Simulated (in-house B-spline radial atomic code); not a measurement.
Configurations of S³⁺, with energies counted from [Ne] 3s2 3p1. Method: non-relativistic wB97X, spin-polarised, spherical fractional occupations, exact exchange averaged over the configuration, point nucleus. Calculated with an all-electron radial atomic-structure program (B-spline basis). Shells without spins written out take the highest spin.

Occupations are held fixed; configurations that lie above the ionisation limit could autoionise.

```json
{"configuration": "[Ne] 3s1 3p2", "E - E(ref) (eV)": "8.2647", "highest orbital": "3p up", "its <r> (bohr)": "1.636"}
{"configuration": "[Ne] 3s2 3d1", "E - E(ref) (eV)": "16.925", "highest orbital": "3d up", "its <r> (bohr)": "1.95"}
{"configuration": "[Ne] 3s2 4s1", "E - E(ref) (eV)": "22.589", "highest orbital": "4s up", "its <r> (bohr)": "3.379"}
{"configuration": "[Ne] 3s2 4d1", "E - E(ref) (eV)": "31.119", "highest orbital": "4d up", "its <r> (bohr)": "4.417"}
```

Task: Order these further configurations by energy, lowest first.
A. [He] 2s2 2p5 3s2 3p1 4f1
B. [Ne] 3s1 3p1 3d1
C. [Ne] 3s2 4f1
D. [He] 2s2 2p5 3s2 3p1 3d1
E. [He] 2s2 2p5 3s2 3p1 4d1

Result: B (25.311 eV), C (33.345 eV), D (184.4 eV), E (201.62 eV), A (204.59 eV).
